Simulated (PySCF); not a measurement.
P: interval between two levels

P [Ne] 3s2 3p3 [4S3/2, M_J = 3/2] → P [Ne] 3s1 3p3 4s1 [6S5/2, M_J = 5/2], as a difference of total energies. Calculation: PySCF 2.14, in x2c-SVPall-2c with one added diffuse shell each of s, p type (5s5p1d, 25 functions); the two-component X2C-1e Hamiltonian. Correlated levels: [Ne] frozen. "Screened" scales the spin-orbit matrix elements by Boettger's factors to mimic the two-electron term; Breit and QED terms are absent.

```csv
method,interval between two levels (cm⁻¹)
GHF (screened spin-orbit),87130
GMP2 (screened spin-orbit),95788
```

The labels give the starting determinants; with spin-orbit coupling the two ends relaxed to ⟨J²⟩ = 3.75, ⟨L²⟩ = 0.00, ⟨S²⟩ = 3.75 and ⟨J²⟩ = 8.75, ⟨L²⟩ = 0.00, ⟨S²⟩ = 8.75.

The promoted electron is Rydberg-like, and one or two diffuse shells describe it only roughly, which tends to raise the upper state.
